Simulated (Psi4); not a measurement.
C₆H₁₃O (SMILES C[C](O)CC(C)C), doublet, geometry from GFN2-xTB, atoms displaced at random by about 0.08 Å a coordinate; PBE/STO-3G, gradient (Psi4 1.11).

Input for Psi4:
```
memory 2 GB

molecule mol {
0 2
C     2.175706    0.893500   -0.296650
C     1.328472   -0.009962    0.256527
O     1.616942   -1.147017    1.165827
C     0.018162   -0.603808   -0.644231
C    -1.207905    0.382814   -0.420262
C    -2.206108   -0.059735   -1.321829
C    -1.525822    0.464552    0.982645
H     1.679489    1.495005   -0.899572
H     2.995444    0.407973   -0.904483
H     2.760144    1.441808    0.523273
H     2.457503   -0.790925    1.548617
H    -0.241993   -1.529811   -0.103941
H     0.335081   -0.640525   -1.679864
H    -0.910888    1.453147   -0.653132
H    -3.192175    0.628925   -1.152390
H    -2.598880   -1.037972   -0.962070
H    -2.062809    0.073561   -2.307829
H    -0.754877    0.831460    1.720427
H    -2.386451    1.292221    1.073199
H    -1.840922   -0.450633    1.282764
symmetry c1
no_reorient
no_com
}

set {
  basis sto-3g
  reference uks
}

gradient('pbe')
print_variables()
```

Predict the main parts of the log of this Psi4 run.


```
gradient() will perform analytic gradient computation.

   => Loading Basis Set <=

    Name: STO-3G
    Role: ORBITAL
    Keyword: BASIS

         ---------------------------------------------------------
                                   SCF
               by Justin Turney, Rob Parrish, Andy Simmonett
                          and Daniel G. A. Smith
                              UKS Reference
         ---------------------------------------------------------

  ==> Geometry <==

    Molecular point group: c1
    Full point group: C1

    Geometry (in Angstrom), charge = 0, multiplicity = 2:

       Center              X                  Y                   Z               Mass
    ------------   -----------------  -----------------  -----------------  -----------------
         C            2.175706000000     0.893500000000    -0.296650000000    12.000000000000
         C            1.328472000000    -0.009962000000     0.256527000000    12.000000000000
         O            1.616942000000    -1.147017000000     1.165827000000    15.994914619570
         C            0.018162000000    -0.603808000000    -0.644231000000    12.000000000000
         C           -1.207905000000     0.382814000000    -0.420262000000    12.000000000000
         C           -2.206108000000    -0.059735000000    -1.321829000000    12.000000000000
         C           -1.525822000000     0.464552000000     0.982645000000    12.000000000000
         H            1.679489000000     1.495005000000    -0.899572000000     1.007825032230
         H            2.995444000000     0.407973000000    -0.904483000000     1.007825032230
         H            2.760144000000     1.441808000000     0.523273000000     1.007825032230
         H            2.457503000000    -0.790925000000     1.548617000000     1.007825032230
         H           -0.241993000000    -1.529811000000    -0.103941000000     1.007825032230
         H            0.335081000000    -0.640525000000    -1.679864000000     1.007825032230
         H           -0.910888000000     1.453147000000    -0.653132000000     1.007825032230
         H           -3.192175000000     0.628925000000    -1.152390000000     1.007825032230
         H           -2.598880000000    -1.037972000000    -0.962070000000     1.007825032230
         H           -2.062809000000     0.073561000000    -2.307829000000     1.007825032230
         H           -0.754877000000     0.831460000000     1.720427000000     1.007825032230
[...]
  @DF-UKS Final Energy:  -307.22867618538032
    Total Energy =                       -307.2286761853803227
[...]

    1.0000     XC_GGA_C_PBE

   => LibXC Density Thresholds  <==

    XC_GGA_C_PBE:  1.00E-12
    XC_GGA_X_PBE:  1.00E-15

   => Molecular Quadrature <=

    Radial Scheme          =       TREUTLER
    Pruning Scheme         =           NONE
    Nuclear Scheme         =       TREUTLER

    Blocking Scheme        =         OCTREE
    BS radius alpha        =              1
    Pruning alpha          =              1
    Radial Points          =             75
    Spherical Points       =            302
    Total Points           =         419063
    Total Blocks           =           3101
    Max Points             =            256
    Max Functions          =             46
    Weights Tolerance      =       1.00E-15

  -Total Gradient:
     Atom            X                  Y                   Z
    ------   -----------------  -----------------  -----------------
       1       -0.179983008876    -0.000721787191    -0.045109257801
       2        0.165123459285     0.163599531994    -0.037214854580
       3        0.028084762986    -0.029330318837     0.042196143615
       4       -0.049947431433    -0.061092902185    -0.073787343041
       5       -0.136775094651    -0.053975784894     0.032153052299
       6        0.181633309156    -0.008058456482    -0.071614431697
       7        0.044846772302    -0.115839585234    -0.065142661382
       8        0.058255787806    -0.085800570359     0.073054879539
       9        0.000621861300    -0.006358464771     0.003404701935
      10        0.011423319144    -0.002402482962     0.020813534369
      11       -0.048081966434    -0.009591062321    -0.029646123022
      12       -0.001594759673     0.011566866272     0.015503023760
      13        0.001961038311     0.013142636059     0.019231688493
      14       -0.005140167870     0.017568590345     0.012638892572
      15       -0.042274338161     0.029106700587     0.006750841295
      16       -0.007221923532     0.004183290056     0.020783292285
      17       -0.028265915292     0.004621425037     0.095499187091
      18       -0.000653977983     0.008489777689     0.023183364587
      19       -0.029104864379     0.044420386790    -0.003536361833
      20        0.037074461543     0.076451264446    -0.039173628044

  Variable Map:
  ----------------------------------------------------------------------------
[...]
  Array Variable Map:
  ----------------------------------------------------------------------------
[...]
[...]
```
